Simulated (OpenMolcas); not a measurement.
# Ag5+: CASPT2 settings compared

| Item | Value |
| --- | --- |
| Program | OpenMolcas 26.06 |
| Basis | ANO-R3 [8s6p5d3f2g1h] |
| Scalar Hamiltonian | X2C, finite nucleus |
| Active space | 6 electrons in 5 orbitals (4d) |
| State averaging | 2S+1 = 5 even, 5 roots; 2S+1 = 3 even, 45 roots kept (CI in the orbitals of an earlier block); 2S+1 = 1 even, 50 roots kept (CI in the orbitals of an earlier block) |
| Spin-orbit coupling | RASSI with atomic mean-field integrals over the reference wave functions, term energies averaged over their components |

Methods on the same reference wave functions:
A. CASSCF
B. SS-CASPT2, IPEA 0.3 Eh, sigma1 regulariser 0.15 Eh (closed shells correlated: none)
C. XMS-CASPT2, IPEA 0.4 Eh, no level shift (closed shells correlated: 4s 4p)
D. XMS-CASPT2, IPEA 0.35 Eh, sigma1 regulariser 0.5 Eh (closed shells correlated: 4s 4p)

Energies in cm-1 above 4d6 5D4, the measured ground level; measured values from the list in Gamrath, thesis, University of Mons (2023).

```
            Level      A      B      C      D  Measured
          4d6 5D4    0.0    0.0    0.0    0.0       0.0
          4d6 5D3   2531   2560   2560   2560      2692
          4d6 5D2   3889   3830   3840   3840      3953
          4d6 5D1   4828   4770   4780   4780      4941
          4d6 5D0   5266   5200   5210   5220      5380
          4d6 3H6  24385  24230  23160  23090     21512
   4d6 3H5 [70 %]  24968  24360  23570  23490     21812
       4d6 3P2(1)  25508  22120  22240  22190     21042
       4d6 3F3(1)  28525  26110  26080  26000     24441
       4d6 3F2(1)  29632  27010  26870  26800     25306
   4d6 3G5 [70 %]  31716  30170  29750  29650     27958
       4d6 3P1(1)  32558  29140  29230  29180     28232
4d6 3P0(1) [69 %]  33367  29320  29870  29840          
          4d6 3G4  33754  31670  31460  31360     29660
          4d6 3G3  34458  32300  32120  32010     30361
          4d6 1I6  38201  37960  35820  35780     34194
          4d6 3D2  38953  34420  34510  34420     32650
          4d6 3D1  39546  35080  35310  35210     33558
          4d6 3D3  39745  35210  35380  35280     33509
       4d6 1G4(1)  41920  38940  38880  38850     37481
4d6 1S0(1) [65 %]  48010  42040  43080  43050          
       4d6 1D2(1)  49292  44670  42950  42890     41372
          4d6 1F3  53851  48300  46930  46850     44724
       4d6 3P0(2)  60586  52470  53050  52950
```

Deviations, from unrounded energies. A percentage is the sum of absolute deviations over the sum of measured energies, with the sign that they share, or ± where signs differ.

```
                        Against measurement  Levels      A     B     C     D
             mean absolute deviation (cm-1)      20   4000  1700  1400  1300
      fine structure of the ground term (%)       4   -2.7  -3.6  -3.3  -3.3
other terms of the ground configuration (%)      16  +16.2  +6.9  +5.4  +5.2
```

C, D lie about equally close to measurement and A furthest from it. The largest miss of D in the table is 4d6 1F3, by +2100 cm-1. The ranking rests on the paired levels alone, and a cruder setting can come out closer through cancelling errors.

Among B to D the level of the table that moves most is 4d6 1I6, by 2200 cm-1 (lowest in D, highest in B). Moves below CASPT2's spread within the term are not significant.

The mean deviations of B to D differ by less than CASPT2's widest spread within a term (2400 cm-1), so their order carries little weight.

From A to B the spin-free energies of the other terms of 4d6 shown, above 5D, scale by factors of 0.85 to 0.99.

The lowest spin-free term lies below A's lowest term by 0.124 hartree in B, 0.480 hartree in C, 0.481 hartree in D.

CASPT2 does not keep the components of a term degenerate, so their means are used; among the terms shown or strongly mixed into the levels shown the widest spread is 2400 cm-1 (4d6 1I, C). Terms from blocks run as CI alone lack orbitals of their own. Without dynamic correlation excited terms often stand tens of per cent too high (terms of higher spin than the ground term too low), and those without a measured partner can miss by more than the paired ones (holds for A). Some levels mix across a computed gap that differs much from the measured one, so their mixing is not that of the real levels (holds for A). The CASPT2 spread within a term exceeds the gap to the next term for 4d6 3H and 4d6 3P(1), 4d6 3P(1) and 4d6 3F(1), 4d6 1I and 4d6 3D and others, so the order of their levels is uncertain, and so are names and mixing where such terms share a J (holds for C; D). Measured partners are found by configuration, term and J. A level has none where our copy of the source lacks it or the pairing is in doubt (some pairs that miss far off the trend of their configuration count as doubtful), and it then counts in no deviation. Levels of configurations outside the active space are missing. The table leaves out levels that lie high or whose names do not pair safely across all columns.

A share in square brackets marks a mixed level and gives the weight of the term that names it, the lowest over the columns. A number in round brackets counts repeated terms of one configuration in the order of the reference energies.
